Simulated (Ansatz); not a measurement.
Species: [Al(F)3(N(CH3)3)] (charge 0, multiplicity 1).

Problem. Give a relaxed geometry from B3LYP-D3(BJ)/def2-SVP in Ansatz (a quantum-chemistry and plane-wave program).

Solution. the end point of this relaxation.
Cartesian coordinates (Å) in one orientation:
```xyz
17

Al    -0.008    -0.013    -0.002
F     -0.335     0.302     1.610
F     -0.750     0.989    -1.121
F      1.554    -0.500    -0.362
C     -0.469    -2.724     0.660
N     -1.017    -1.716    -0.276
C     -0.824    -2.135    -1.684
C     -2.446    -1.446     0.008
H     -0.994    -3.687     0.547
H     -0.585    -2.352     1.687
H      0.601    -2.854     0.452
H     -1.193    -1.339    -2.343
H     -1.365    -3.075    -1.889
H      0.249    -2.274    -1.867
H     -3.050    -2.359    -0.129
H     -2.539    -1.087     1.041
H     -2.799    -0.659    -0.671
```
